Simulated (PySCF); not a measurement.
# Two-component Hartree-Fock for I⁵¹⁺ (iodine, charge +51)

Start: 1s2. Calculated with PySCF 2.14 in an even-tempered Gaussian basis (16 s from 13 bohr⁻², ratio 2.6; 12 p from 17 bohr⁻², ratio 2.6; 6 d from 18 bohr⁻², ratio 2.8; 3 f from 750 bohr⁻², ratio 2.8): generalised Hartree-Fock with the X2C-1e Hamiltonian and a Gaussian nucleus; spin-orbit coupling (SO) screened by Boettger's factors.

```json
{"spinor shell": "1s1/2", "electrons": "2", "ε, screened SO (eV)": "-38784.7", "weight of nominal j (screened SO)": "1.000", "rms radius, screened SO (bohr)": "0.0309"}
```

```json
{"quantity": "E (hartree)", "screened SO": "-2886.48730"}
{"quantity": "M_J", "screened SO": "0"}
{"quantity": "⟨J²⟩", "screened SO": "0.000"}
{"quantity": "⟨L²⟩", "screened SO": "0.000"}
{"quantity": "⟨S²⟩", "screened SO": "0.000"}
```

Breit and QED terms are absent; they matter most for the inner s and p1/2 levels.

Densities and radii are taken from the X2C orbitals without a picture-change correction, which distorts them close to the nucleus.
